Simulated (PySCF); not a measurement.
**Spinor energies of Eu²⁶⁺ (europium, charge +26)**

Start: [Kr] 4d1; 4d3/2 filled at m_j = +3/2. Calculated with PySCF 2.14 in an even-tempered Gaussian basis (17 s from 2.1 bohr⁻², ratio 2.8; 14 p from 2.7 bohr⁻², ratio 2.8; 9 d from 2.7 bohr⁻², ratio 2.8; 3 f from 9.6 bohr⁻², ratio 3): generalised Hartree-Fock with the X2C-1e Hamiltonian and a Gaussian nucleus; one run each with spin-orbit coupling (SO) switched off, then screened by Boettger's factors.

```tsv
spinor shell	electrons	ε, spin-free (eV)	ε, screened SO (eV)	weight of nominal j (screened SO)	rms radius, screened SO (bohr)
1s1/2	2	-49620.7	-49611.9	1.000	0.0254
2s1/2	2	-8985.8	-8982.9	1.000	0.103
2p1/2	2	-8094.9	-8551.8	1.000	0.0881
2p3/2	4	-8094.9	-7897.9	1.000	0.0944
3s1/2	2	-2667.5	-2666.5	1.000	0.264
3p1/2	2	-2384.4	-2481.1	1.000	0.255
3p3/2	4	-2384.4	-2342.0	1.000	0.267
3d3/2	4	-2008.1	-2026.3	1.000	0.239
3d5/2	6	-2008.1	-1995.0	1.000	0.243
4s1/2	2	-1116.6	-1116.2	1.000	0.557
4p1/2	2	-1006.2	-1035.6	0.999	0.566
4d3/2	1	-874.53	-879.15	1.000	0.586
```

(1) Where does 4p3/2 lie, and what is the 4p spin-orbit splitting (screened SO)?

```csv
quantity,spin-free,screened SO
E (hartree),-10518.77515,-10525.58487
M_J,3/2,3/2
⟨J²⟩,4.393,3.751
⟨L²⟩,6.004,6.043
⟨S²⟩,0.751,0.791
```

Each row is a mean over spinors that exchange with the open shell spreads, by up to 10.348 eV (4p1/2).

Breit and QED terms are absent; they matter most for the inner s and p1/2 levels.

Densities and radii are taken from the X2C orbitals without a picture-change correction, which distorts them close to the nucleus.

Without spin-orbit coupling the j labels of p, d and f shells carry no meaning; the spin-free column gives the mean over the occupied spinors of each nl shell, and its ⟨J²⟩ belongs to a mixture of degenerate components.

Answers

(1) At -992.95 eV, 42.695 eV above 4p1/2.
